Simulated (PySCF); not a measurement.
# Simulated absorption spectrum

Species: C2H6Cl2OSi2.
SMILES: `Cl[C@@H]1C[SiH2]O[Si@H]1Cl`

Method: TDDFT wB97X-D/def2-SVPD, vertical, gas phase, core orbitals frozen in the response in PySCF. Isolated species at its GFN2-xTB geometry (one conformer only).

Broadening: Gaussians 0.4 eV wide at half height, area fixed by f = 4.319×10⁻⁹ ∫ε dν̃. The width is an assumption, not a result. The curve ends short of the highest state used, and states not computed would add to its high-energy end.

| λ (nm) | ε (L mol⁻¹ cm⁻¹) |
| --- | --- |
| 162.1 | 3188 |
| 163.4 | 2685 |
| 164.7 | 2082 |
| 166.0 | 1496 |
| 167.2 | 1045 |
| 168.5 | 685 |
| 169.8 | 456 |
| 171.1 | 335 |
| 172.3 | 299 |
| 173.6 | 330 |
| 174.9 | 426 |
| 176.2 | 575 |
| 177.4 | 741 |
| 178.7 | 917 |
| 180.0 | 1053 |
| 181.3 | 1114 |
| 182.5 | 1093 |
| 183.8 | 993 |
| 185.1 | 835 |
| 186.4 | 653 |
| 187.6 | 488 |
| 188.9 | 334 |
| 190.2 | 214 |
| 191.5 | 129 |
| 192.7 | 77 |
| 194.0 | 41 |
| 195.3 | 21 |
| 196.6 | 10 |
| 197.8 | 5 |
| 199.1 | 2 |

Question: Where are the band maxima, and which computed states make them?

Answer: 182 nm (6.83 eV), ε about 1100, made up of S1 (100%) (ε in L mol⁻¹ cm⁻¹; maxima over ε = 5, shares over 10%). At its high-energy end, 7.65 eV, the curve is still rising (ε about 3200, from S3 and S4). The states used: S1 6.83 eV (f 0.016); S2 7.27 eV (f 0.0020); S3 7.61 eV (f 0.019); S4 7.75 eV (f 0.029); S5 7.88 eV (f 0.0029); S6 7.93 eV (f 0.012); S7 8.22 eV (f 0.052); S8 8.25 eV (f 0.0063).

Question: Coming from long wavelengths, where does ε first pass 100 L mol⁻¹ cm⁻¹?

Answer: At about 192 nm (6.45 eV), 0.37 eV below S1.

Question: What would ε be at 6.83 eV, the highest of these maxima, with half the width (0.2 eV)?

Answer: About 2220 L mol⁻¹ cm⁻¹ against 1120, a factor of about 1.99; a lone state at its own centre would give exactly 2.

Question: On this curve, what absorbance would a 10⁻⁴ mol/L sample give at 193 nm over a 1 cm path?

Answer: 193 nm is 6.424 eV, where ε is about 67 L mol⁻¹ cm⁻¹, so A = ε c l ≈ 0.0067 (Beer–Lambert, with the gas-phase spectrum and the assumed width).

The run took 54 s on one thread, Arm Neoverse V1 (aarch64) (shared host), and the process peaked at 0.91 GiB of memory.
